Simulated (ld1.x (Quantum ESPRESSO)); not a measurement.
Configuration tests for Re (ultrasoft)

- Element: Re (Z = 75)
- Generator: ld1.x (Quantum ESPRESSO) 7.5
- Type: ultrasoft
- Functional: PBE
- Relativity: scalar-relativistic
- Frozen core: [Xe]
- Valence charge: 21
- Reference configuration: 4f14 5d5 6s2 6p0
- Partial waves: 6s (bound): rcut 2.05, rcutus 2.50 bohr; 6s channel at 0.45 Ry: rcut 2.05, rcutus 2.50 bohr; 6p (bound, empty): rcut 3.40, rcutus 3.95 bohr; 6p channel at 0.75 Ry: rcut 3.40, rcutus 3.95 bohr; 5d (bound): rcut 1.60, rcutus 1.85 bohr; 5d channel at 3.75 Ry: rcut 1.60, rcutus 1.85 bohr; 4f (bound): rcut 0.65, rcutus 0.90 bohr; 4f channel at -0.65 Ry: rcut 0.65, rcutus 0.90 bohr
- Local potential: all-electron potential smoothed inside 2.75 bohr (lloc = -1)
- Core correction: a·sin(br)/r model core inside 0.45 bohr
- Augmentation charge: built from norm-conserving waves at rcut, not smoothed further

Energies are relative to the spin-unpolarised reference configuration 4f14 5d5 6s2 6p0; without spin polarisation the order of configurations can differ from experiment.

| valence configuration | charge | ΔE all-electron (eV) | error AE − PS (meV) |
| --- | --- | --- | --- |
| 4f14 5d5 6s0 6p0 | +2 | 25.570 | -43 |
| 4f14 5d4 6s0 6p0 | +3 | 52.698 | -209 |
| 4f14 5d5.5 6s1.5 6p0 | 0 | 0.382 | -17 |
| 4f14 5d5 6s1 6p1 | 0 | 4.786 | -4.0 |
| 4f14 5d3 6s0 6p0 | +4 | 92.056 | -733 |

What are ΔE and the potential's error for 4f14 5d5 6s1 6p0?

ΔE = 9.248 eV all-electron; the error (AE − PS) is -9.5 meV.

What are ΔE and the potential's error for 4f13 5d6 6s2 6p0?

ΔE = 41.211 eV all-electron; the error (AE − PS) is -2255 meV.

Levels in the configuration 4f14 5d5 6s0 6p0:

```csv
level,all-electron (eV),pseudo (eV)
4f,-58.923,-58.813
5d,-21.416,-21.441
```

These tests converged, but a pseudo level misses the all-electron one widely, so the file describes the atom poorly there or has found another state: 4f13 5d6 6s2 6p0: 4f by 5.2 eV.

A Bessel basis up to 400 Ry misses an occupied level by 0.38 Ry, so cutoffs and ghosts were not judged.
